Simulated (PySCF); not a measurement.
Compound: C3H9GeNSi.
Numbering: `[N:1]#[C:2][CH2:3][SiH2:4][CH2:5][GeH3:6]` (hydrogens: H7, H8 on C3; H9, H10 on Si4; H11, H12 on C5; H13, H14, H15 on Ge6)

Method used: core-valence-separated Tamm–Dancoff BHandHLYP/aug-pcX-1 (pcseg-1 on H, def2-SVPD on Ge, def2-SVPD on Si) in PySCF, non-relativistic, gas phase, PBE0-D3(BJ)/def2-SVP geometry.

Computed carbon K-edge spectrum, Gaussian lines of 0.6 eV full width, highest printed point 100; it ends one width below the last computed root. No empirical shift is added; at this level the pattern usually sits a few eV under experiment.

```
photon energy (eV)  absorption
             283.3           0
             283.4           1
             283.5           3
             283.6           8
             283.7          18
             283.8          33
             283.9          55
             284.0          78
             284.1          95
             284.2         100
             284.3          91
             284.4          71
             284.5          48
             284.6          28
             284.7          15
             284.8           7
             284.9           4
             285.0           4
             285.1           5
             285.2           9
             285.3          13
             285.4          20
             285.5          27
             285.6          34
             285.7          39
             285.8          44
             285.9          49
             286.0          54
             286.1          57
             286.2          60
             286.3          60
             286.4          57
             286.5          52
             286.6          44
             286.7          35
             286.8          26
             286.9          19
```

**Question.** Assign the maxima to core holes.

**Answer.** 2 maxima:
- 284.2 eV: C2 (nitrile carbon), 284.24 eV, f = 0.065, 51 % of the height at the exact maximum; C2 (nitrile carbon), 284.13 eV, f = 0.064, 1s→π*, 49 % of the height at the exact maximum
- 286.3 eV: C3 (sp3 carbon bound to silicon), 286.30 eV, f = 0.020, 27 % of the height at the exact maximum; C5 (sp3 carbon bound to silicon), 286.51 eV, f = 0.033, 26 % of the height at the exact maximum; C5 (sp3 carbon bound to silicon), 286.13 eV, f = 0.019, 23 % of the height at the exact maximum; C5 (sp3 carbon bound to silicon), 285.96 eV, f = 0.019, 13 % of the height at the exact maximum

Further lines of some strength in the range: C5, 285.64 eV, f = 0.031; C3, 286.17 eV, f = 0.006; C3, 286.72 eV, f = 0.007.

Roots within 0.03 eV on the same or equivalent atoms count as one line; shares under 12 % aren't listed.

Vibrational structure and lifetime widths aren't in the curve. The ionisation threshold wasn't computed; near and above it a finite basis only mimics Rydberg series and continuum. Relativistic effects, spin–orbit coupling among them, are left out although an element past zinc is present.

Conformer computed: `[N:1]#[C:2][CH2:3][SiH2:4][CH2:5][GeH3:6]`: C2–C3–Si4–C5 -48°, C3–Si4–C5–Ge6 -56°.

One conformer stands for the species.
